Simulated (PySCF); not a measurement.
HI3OSi, SMILES O[Si](I)(I)I (PBE0/def2-SVP optimised geometry):

```
6

O     -1.510     0.492     0.000
Si    -0.937    -1.051     0.000
I     -1.721    -2.250     1.983
I     -1.799    -2.073    -2.022
I      1.510    -1.051     0.000
H     -1.260     1.051     0.746
```

Computed with PBE0/def2-TZVP, def2 effective core potentials past Kr (PySCF).

Question: What are the frontier orbital energies and the dipole moment?

Answer: HOMO-2 -7.88 eV, HOMO-1 -7.83 eV, HOMO -7.61 eV, LUMO -2.08 eV, LUMO+1 -0.27 eV; dipole moment 1.19 D.
